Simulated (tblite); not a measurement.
Species: C7H12B2.
SMILES with atom numbers: `[BH2:1][BH:2][C:3]1=[C:4]([CH:5]2[CH2:6][CH2:7][CH2:8]2)[CH2:9]1` (hydrogens: H10, H11 on B1; H12 on B2; H13 on C5; H14, H15 on C6; H16, H17 on C7; H18, H19 on C8; H20, H21 on C9)

Computed with GFN2-xTB (tblite), gas phase: L-BFGS steps from a force-field or distance-geometry start until the largest atomic force falls under 0.01 eV/Å.

Step 118: E = -637.9370 eV
```
atom  x, y, z in Å  |  force x, y, z in eV/Å
B1      3.5376   -1.4390    0.8974   -0.004   0.004  -0.070
B2      2.0644   -1.2347    0.2277   -0.023   0.017   0.000
C3      1.3998    0.1143    0.0411    0.021  -0.008  -0.002
C4      0.3271    0.8573   -0.1654   -0.029  -0.018   0.015
C5     -1.1165    0.9625   -0.3377   -0.012  -0.002  -0.031
C6     -1.7273   -0.0316   -1.3562   -0.017  -0.010  -0.004
C7     -2.6692   -0.5749   -0.2730   -0.001   0.001   0.003
C8     -1.9590    0.2886    0.7778    0.007   0.010  -0.013
C9      1.5781    1.6265    0.0628    0.019  -0.013   0.009
H10     3.7214   -1.6238    2.0411    0.016  -0.004   0.017
H11     4.5075   -1.4408    0.2308   -0.011  -0.007   0.054
H12     1.4298   -2.1548   -0.1594    0.027   0.022  -0.007
H13    -1.4103    1.9983   -0.5207   -0.009   0.007   0.002
H14    -2.2126    0.4340   -2.2115    0.001   0.002   0.009
H15    -1.0036   -0.7619   -1.7120   -0.005   0.006   0.015
H16    -2.6079   -1.6475   -0.1057    0.004  -0.006   0.005
H17    -3.7129   -0.3051   -0.4224    0.010   0.010  -0.015
H18    -1.3473   -0.2814    1.4742   -0.020   0.001   0.002
H19    -2.5989    0.9711    1.3332    0.018  -0.012   0.015
H20     2.0733    2.1079   -0.7731   -0.004  -0.011  -0.018
H21     1.7175    2.1520    1.0025    0.008   0.010   0.013
```

Step 119: E = -637.9376 eV
```
atom  x, y, z in Å  |  force x, y, z in eV/Å
B1      3.5364   -1.4347    0.9054    0.009  -0.006  -0.060
B2      2.0717   -1.2352    0.2174   -0.032   0.020  -0.007
C3      1.4051    0.1121    0.0287    0.015  -0.006   0.008
C4      0.3300    0.8525   -0.1744   -0.040  -0.012   0.026
C5     -1.1147    0.9582   -0.3383   -0.009   0.001  -0.043
C6     -1.7319   -0.0336   -1.3550   -0.015  -0.010  -0.007
C7     -2.6763   -0.5697   -0.2700    0.007   0.003   0.003
C8     -1.9548    0.2856    0.7799    0.018   0.017  -0.018
C9      1.5780    1.6249    0.0580    0.013  -0.009   0.009
H10     3.7038   -1.6325    2.0500    0.020   0.003   0.005
H11     4.5159   -1.4209    0.2527   -0.018  -0.010   0.062
H12     1.4437   -2.1554   -0.1799    0.033   0.020  -0.011
H13    -1.4073    1.9949   -0.5190   -0.014   0.003   0.001
H14    -2.2117    0.4324   -2.2134   -0.011   0.004   0.018
H15    -1.0118   -0.7685   -1.7088   -0.006   0.001   0.022
H16    -2.6236   -1.6431   -0.1040   -0.004  -0.004   0.002
H17    -3.7182   -0.2894   -0.4153    0.020   0.007  -0.019
H18    -1.3412   -0.2905    1.4695   -0.023  -0.003   0.004
H19    -2.5865    0.9701    1.3425    0.020  -0.015   0.012
H20     2.0720    2.1126   -0.7746   -0.001  -0.013  -0.024
H21     1.7124    2.1473    1.0001    0.018   0.009   0.017
```

Step 120: E = -637.9381 eV
```
atom  x, y, z in Å  |  force x, y, z in eV/Å
B1      3.5365   -1.4311    0.9126    0.023  -0.020  -0.024
B2      2.0797   -1.2344    0.2091   -0.029   0.016  -0.016
C3      1.4098    0.1102    0.0192   -0.002  -0.001   0.017
C4      0.3318    0.8471   -0.1819   -0.035   0.003   0.030
C5     -1.1136    0.9543   -0.3394   -0.003   0.007  -0.038
C6     -1.7369   -0.0353   -1.3541   -0.008  -0.006  -0.008
C7     -2.6834   -0.5643   -0.2673    0.012   0.002   0.001
C8     -1.9517    0.2836    0.7816    0.022   0.018  -0.017
C9      1.5771    1.6234    0.0531    0.001  -0.001   0.008
H10     3.6897   -1.6467    2.0572    0.017   0.013  -0.016
H11     4.5254   -1.4015    0.2749   -0.018  -0.011   0.056
H12     1.4609   -2.1554   -0.1996    0.031   0.014  -0.016
H13    -1.4043    1.9922   -0.5173   -0.018  -0.003  -0.004
H14    -2.2113    0.4311   -2.2152   -0.026   0.006   0.024
H15    -1.0202   -0.7743   -1.7057   -0.004  -0.008   0.024
H16    -2.6380   -1.6383   -0.1020   -0.014  -0.002  -0.002
H17    -3.7231   -0.2746   -0.4094    0.025   0.001  -0.019
H18    -1.3377   -0.2985    1.4658   -0.019  -0.007   0.003
H19    -2.5758    0.9692    1.3513    0.018  -0.012   0.005
H20     2.0703    2.1150   -0.7778   -0.001  -0.015  -0.022
H21     1.7059    2.1453    0.9963    0.029   0.005   0.015
```

**Question.** Estimate the geometry and energy of step 121. (The exact step hangs on the optimiser's Hessian estimate; all steps are aligned on step 120, rigid shifts and turns removed.)

**Answer.** E = -637.9386 eV, largest force 0.044 eV/Å
```
atom  x, y, z in Å  |  force x, y, z in eV/Å
B1      3.5373   -1.4293    0.9175    0.028  -0.029   0.018
B2      2.0857   -1.2328    0.2046   -0.014   0.008  -0.020
C3      1.4123    0.1091    0.0149   -0.019   0.005   0.023
C4      0.3323    0.8430   -0.1862   -0.020   0.021   0.023
C5     -1.1133    0.9517   -0.3410    0.003   0.011  -0.018
C6     -1.7409   -0.0365   -1.3539    0.002  -0.001  -0.006
C7     -2.6883   -0.5603   -0.2654    0.012  -0.002  -0.002
C8     -1.9497    0.2829    0.7824    0.017   0.011  -0.011
C9      1.5759    1.6224    0.0494   -0.010   0.008   0.007
H10     3.6821   -1.6611    2.0611    0.009   0.021  -0.032
H11     4.5326   -1.3869    0.2920   -0.010  -0.010   0.039
H12     1.4760   -2.1547   -0.2141    0.022   0.006  -0.021
H13    -1.4025    1.9905   -0.5163   -0.019  -0.007  -0.011
H14    -2.2120    0.4304   -2.2163   -0.036   0.007   0.023
H15    -1.0266   -0.7784   -1.7035   -0.001  -0.015   0.021
H16    -2.6479   -1.6345   -0.1001   -0.022  -0.001  -0.006
H17    -3.7263   -0.2638   -0.4060    0.021  -0.003  -0.017
H18    -1.3365   -0.3038    1.4633   -0.010  -0.008  -0.001
H19    -2.5684    0.9686    1.3576    0.014  -0.004  -0.003
H20     2.0691    2.1145   -0.7814   -0.005  -0.016  -0.013
H21     1.7001    2.1459    0.9928    0.039  -0.001   0.006
```

The energy changes by -0.0005 eV. The first-order estimate −F·Δx gives -0.0007 eV and the mean of the old and new forces, exact on a quadratic surface, -0.0005 eV. The step makes an angle of 84° with the force vector and moves no atom by more than 0.024 Å.

The cost below is that of the whole relaxation. Time: 1.1 s of wall time. Hardware: Arm Neoverse V2, one thread, no GPU, shared host with 48 logical CPUs at a one-minute load of 9.1.
